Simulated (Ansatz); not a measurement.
A search over several starts for the lowest SCF solution of the cluster Fe2O2⁺ at the given spin, in a small basis.

```yaml
crystal:
  periodic: [false, false, false]
  atoms:
    - {symbol: Fe, position_ang: [-1.328511, -0.024595, 0.057807]}
    - {symbol: Fe, position_ang: [1.224127, 0.015388, -0.053702]}
    - {symbol: O, position_ang: [0.043767, 1.234564, 0.071630]}
    - {symbol: O, position_ang: [0.060607, -1.225368, -0.075736]}
basis:
  gaussian: {orbitals: def2-SVP, initial_orbitals: start.molden}
total_charge: 1
magnetization: {spin_polarized: true, initial_magnetization: 5}
hamiltonian: {xc: pbe0, dispersion: d4}
output: {orbitals: {seedname: orbitals}}
```

The file start.molden holds the orbitals of an earlier run on this structure, at another level or in another basis.

```sh
$ ansatz run in.yaml --threads 4 --pin off --events-out ev --progress --plain --max-ram 3916MiB
```

It prints (some lines left out):

```
Functional definition: PBE0
922 factors; integrals over basis functions are off by at most 6.0e-4 eV
mean field evaluation 1: about -72831.2007 eV, gradient 4.0e-1 eV
mean field evaluation 2: about -72831.3449 eV, gradient 3.4e-4 eV
mean field evaluation 4: about -72831.3449 eV, gradient 2.2e-5 eV
mean field evaluation 8: about -72831.3449 eV, gradient 1.0e-5 eV
mean field evaluation 16: about -72825.7712 eV, gradient 3.1e1 eV
mean field evaluation 32: about -72831.2345 eV, gradient 1.9e-1 eV
mean field evaluation 64: about -72734.4635 eV, gradient 8.0e1 eV
mean field evaluation 96: about -72767.1541 eV, gradient 7.5e1 eV
mean field evaluation 128: about -72724.4049 eV, gradient 8.4e1 eV
mean field evaluation 160: about -72782.6594 eV, gradient 7.3e1 eV
mean field evaluation 192: about -72796.8981 eV, gradient 6.4e1 eV
mean field evaluation 224: about -72796.1594 eV, gradient 5.3e1 eV
mean field evaluation 256: about -72828.3843 eV, gradient 9.7e0 eV
mean field evaluation 288: about -72831.5550 eV, gradient 8.8e-2 eV
mean field evaluation 320: about -72831.0353 eV, gradient 2.6e-1 eV
mean field evaluation 352: about -72830.8322 eV, gradient 6.6e-1 eV
mean field evaluation 384: about -72830.2997 eV, gradient 1.5e-1 eV
mean field evaluation 416: about -72831.0000 eV, gradient 3.5e-4 eV
mean field evaluation 448: about -72831.3403 eV, gradient 3.6e-2 eV
mean field evaluation 480: about -72808.6536 eV, gradient 6.3e1 eV
mean field evaluation 512: about -72831.0560 eV, gradient 5.8e-2 eV
mean field evaluation 544: about -72830.9067 eV, gradient 2.0e0 eV
mean field evaluation 576: about -72830.5558 eV, gradient 9.0e0 eV
mean field evaluation 608: about -72830.9573 eV, gradient 3.9e-2 eV
mean field evaluation 640: about -72830.9811 eV, gradient 4.8e-1 eV
mean field evaluation 672: about -72831.5536 eV, gradient 3.2e-1 eV
mean field evaluation 704: about -72831.5326 eV, gradient 1.4e-1 eV
mean field -72831.55862872 eV, -2676.5104126020 hartree, gradient 1.8e-6 eV, S^2 9.729613; 25 other end points of the search recorded, 0 dependent functions left out
reference -72831.55870155 eV, -2676.5104152784 hartree; 36, 31 occupied and 54, 59 virtual orbitals, 922 factors
Total energy: -72831.64164084 eV, -2676.5134632410 hartree
```

It took 39 s on 4 threads of AMD EPYC 9R45 on a shared host.

Other converged states that the search met: 0.21 eV higher (⟨S²⟩ = 9.63).

The charge 1 sextet is spin-contaminated (final ⟨S²⟩ up to 9.73, 8.75 for a pure state). The geometry of the sextet was relaxed on an unsound state (⟨S²⟩ 9.63, where a pure state has 8.75). At PBE0-D4/def2-TZVP a doublet of charge 1 lies 1.00 eV below the sextet, each at its own geometry. That doublet is doubtful there (⟨S²⟩ 3.83, where a pure state has 0.75). The structure comes from a short search, and lower isomers may exist.
